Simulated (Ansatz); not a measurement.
`[NH2][GeH2][Cl]` → `[Cl][GeH]` + NH₃ at 298.15 K and 1 bar (germylene formation by 1,1-elimination).

Computed with Ansatz on PBE0-D4/def2-TZVP structures; ΔE is electronic, products minus reactants. CBS: MP2 limit from def2 TZ/QZ plus the TZ coupled-cluster correction, frozen cores. This one scheme is used for every species. For Ge outer-core shells are correlated without core-valence functions, which leaves a few kJ/mol of doubt a bond. Scalar relativity is left out up to krypton. One conformer a species, not always the lowest.

| species | CCSD(T)/CBS energy (Eh) | H − E (kJ/mol) | S (J/(mol·K)) |
| --- | --- | --- | --- |
| `[NH2][GeH2][Cl]` | -2593.05183 | 129.8 | 306.8 |
| `[Cl][GeH]` | -2536.49422 | 29.1 | 264.4 |
| NH₃ | -56.50880 | 100.5 | 192.4 |

H − E and S are ideal-gas, rigid-rotor, harmonic terms from PBE0-D4/def2-TZVP, for one conformer and one mirror image of each species. 1 Eh = 2625.50 kJ/mol, R = 8.31446 J/(mol·K).

**Question.** By hand: ΔE, ΔH, ΔS and ΔG.

**Answer.** ΔE = (-2536.49422) + (-56.50880) − (-2593.05183) = 0.04881 Eh = 128.2 kJ/mol. Δ(H − E) = 29.1 + 100.5 − 129.8 = -0.2, so ΔH = 128.0 kJ/mol. ΔS = 264.4 + 192.4 − 306.8 = 150.0 J/(mol·K). ΔG = 128.0 − 298.15 × (150.0)/1000 = 83.3 kJ/mol.

**Question.** By hand: the equilibrium constant, and the temperature at which ΔG would vanish if ΔH and ΔS stayed fixed.

**Answer.** log₁₀ K = −ΔG/(RT ln 10) = -14.6. ΔG = 0 at ΔH/ΔS = 853 K.

The number of gas molecules changes by +1, which sets the sign of ΔS. A doubt of 5 kJ/mol in ΔE shifts log₁₀ K by 0.9 here. Other conformers and mirror images would add mixing entropy, several J/(mol·K) or more a flexible species. These are equilibria of isolated gas molecules and say nothing of rates. Largest T1 diagnostic: 0.013 (customary marks: 0.02 for closed shells, 0.045 for open ones).
